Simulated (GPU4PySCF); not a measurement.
Exercise with solution: oscillator strength and radiative lifetime

Pt(Cl)2(bpy) (C₁₀H₈Cl₂N₂Pt), SMILES [Cl][Pt]1([Cl])<-[n]2ccccc2-c2cccc[n]->12, multiplicity 1.

Geometry optimised at B3LYP-D3(BJ)/def2-TZVP. The multiplicity is an assumed one; no other spin state was optimised. The isomer is the one that the SMILES or the coordinates give; other isomers of the formula were not compared. The def2 effective core potentials stand for the cores of Pt; spin–orbit coupling is left out. Other conformers were not sampled.

TDDFT-B3LYP/def2-SVPD (GPU4PySCF) puts the first singlet state with f over 0.02 at 2.64 eV (vertical), with the transition dipole (0.000, 0.000, -0.996) in atomic units.

**Question.** Find the oscillator strength, the wavelength and the radiative lifetime that this transition would have in vacuum if emission retraced absorption.

**Answer.** 
|μ|² = 0.9920 au, so |μ| = 2.53 D. ΔE = 2.64/27.211 = 0.0970 hartree. f = (2/3) ΔE |μ|² = 0.064 (the program prints 0.064).
λ = 1239.84/2.64 = 470 nm; ν = 21293 cm⁻¹.
Einstein's coefficient A = 0.6670 ν² f s⁻¹ (ν in cm⁻¹) = 1.9e7 s⁻¹, so τ = 1/A = 52 ns. This state is S4; the lower singlets have f = 0.005, 0.000, 0.000. The figure is the radiative limit of this one transition; relaxation, internal conversion, crossing to triplets and a medium change what is measured.
